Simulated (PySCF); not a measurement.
Radial density of Ru³⁺ (ruthenium, charge +3)

TPSSh, [Kr] 4d5, high-spin 6S determinant. Calculation: PySCF 2.14, in x2c-TZVPPall with one added diffuse shell each of s, p, d, f type (9s7p7d3f1g, 95 functions); the spin-free X2C one-electron Hamiltonian (Gaussian nucleus).

```json
{"r (bohr)": "0.0352", "4πr²ρ (e/bohr)": "50.62", "4πr²(ρα − ρβ)": "-0.0008"}
{"r (bohr)": "0.0592", "4πr²ρ (e/bohr)": "50.88", "4πr²(ρα − ρβ)": "0.0141"}
{"r (bohr)": "0.0996", "4πr²ρ (e/bohr)": "69.69", "4πr²(ρα − ρβ)": "0.1505"}
{"r (bohr)": "0.167", "4πr²ρ (e/bohr)": "49.77", "4πr²(ρα − ρβ)": "0.6554"}
{"r (bohr)": "0.282", "4πr²ρ (e/bohr)": "52.54", "4πr²(ρα − ρβ)": "0.8823"}
{"r (bohr)": "0.474", "4πr²ρ (e/bohr)": "33.24", "4πr²(ρα − ρβ)": "-0.0006"}
{"r (bohr)": "0.797", "4πr²ρ (e/bohr)": "13.47", "4πr²(ρα − ρβ)": "2.2413"}
{"r (bohr)": "1.34", "4πr²ρ (e/bohr)": "9.386", "4πr²(ρα − ρβ)": "3.8543"}
{"r (bohr)": "2.25", "4πr²ρ (e/bohr)": "1.254", "4πr²(ρα − ρβ)": "0.9712"}
{"r (bohr)": "3.79", "4πr²ρ (e/bohr)": "0.02512", "4πr²(ρα − ρβ)": "0.0248"}
{"r (bohr)": "6.38", "4πr²ρ (e/bohr)": "1.689e-05", "4πr²(ρα − ρβ)": "0.0000"}
```

Densities and radii are taken from the X2C orbitals without a picture-change correction, which distorts them close to the nucleus.
